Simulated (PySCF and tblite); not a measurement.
Values are calculated unless marked as measured or tabulated.
Rotation: stationary points, barriers and rates

System: C₄H₉BO, numbered as in [CH2:1]=[CH:2][B:3]([CH3:4])[O:5][CH3:6].

Motion: rotation about the B3–C2 bond (torsion C4–B3–C2–C1 from 0° to 179°, rising). Geometries: B3LYP-D3(BJ)/def2-SVP; energies: PBE0/pcSseg-1 + D3(BJ); zero-point and thermal terms from GFN2-xTB harmonic modes (soft modes blended into free rotors). Rates follow Eyring's equation with the number of equivalent paths and no tunnelling. Programs: tblite and PySCF.

| point | symmetry | E(GFN2) kcal/mol | E(DFT) kcal/mol | ZPE change kcal/mol | lowest mode cm⁻¹ | dipole D |
| --- | --- | --- | --- | --- | --- | --- |
| start | Cs | 0.0 | 0.0 | 0.00 | 30 | 1.39 |
| saddle | C1 | 1.9 | 5.4 | -0.29 | 74i | 1.82 |
| end | C1 | 0.3 | 0.8 | -0.03 | 41 | 1.29 |

* Electronic barrier: 5.5 kcal/mol
* Barrier with zero-point energy: 5.2 kcal/mol
* ΔH‡ (298 K): 4.7 kcal/mol
* ΔS‡ (298 K, symmetry apart): -3.1 cal/(mol K)
* Paths: 2 equivalent paths
* End point: a different minimum
* Mean lifetime of the start against this motion at 298 K: 1.1 ns
* Cost: 4.8 min on 1 thread of AMD EPYC 7B13, shared host (rough), peak memory 0.74 GiB, launched as `OMP_NUM_THREADS=1 python ens_run.py task.json out`

```
T/K  ΔG‡ kcal/mol     k s⁻¹  ΔG kcal/mol  k back s⁻¹
150           5.3   1.1×10⁵          0.8       8×10⁵
200           5.4     1×10⁷          0.8     3.8×10⁷
250           5.5   1.6×10⁸          0.8     3.9×10⁸
298           5.6   9.4×10⁸          0.8     1.8×10⁹
350           5.7   3.8×10⁹          0.8     5.9×10⁹
400           5.9    1×10¹⁰          0.8    1.4×10¹⁰
500           6.1  4.3×10¹⁰          0.8    4.8×10¹⁰
```

ΔG and ΔG‡ leave out symmetry numbers and mirror images; rates count paths: 2 out, 1 back.
